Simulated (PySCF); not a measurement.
C4H5BO, SMILES B1(C#C)COC1. Heavy atoms are numbered as in [CH:1]#[C:2][B:3]1[CH2:4][O:5][CH2:6]1. Hydrogens are named by the atom that carries them.

Geometry optimised at PBE0-D3(BJ)/def2-SVP. The structure was generated by enumeration, and PubChem lists no compound with its InChIKey, so it may never have been made.

All values below come from PBE0/pcSseg-1 (PySCF).

GIAO shieldings, no solvent; atoms alike by connectivity are averaged. δ = σ(ref) − σ: ¹³C against TMS (σ = 186.3 ppm); ¹¹B against BF3 (σ = 88.8 ppm); ¹⁷O against H2O (σ = 334.2 ppm); ¹H against TMS (σ = 31.56 ppm), references at their B3LYP-D3(BJ)/def2-TZVP geometries, non-relativistic.

| atoms | nucleus | count | δ (ppm) |
|---|---|---|---|
| C1 (CH) | ¹³C | 1 | 138.0 |
| C2 | ¹³C | 1 | ___ |
| C4 (CH2) | ¹³C | 2 | 82.5 |
| B3 | ¹¹B | 1 | ___ |
| O5 | ¹⁷O | 1 | ___ |
| H on C1 | ¹H | 1 | 5.40 |
| H on C4 | ¹H | 4 | 4.86 |

Problem. Fill in the missing entries. (An estimate is asked for; the answer gives what the named calculation found.)

Solution. 
- O5, δ (ppm): 5.1
- C2, δ (ppm): 90.0
- B3, δ (ppm): 76.4
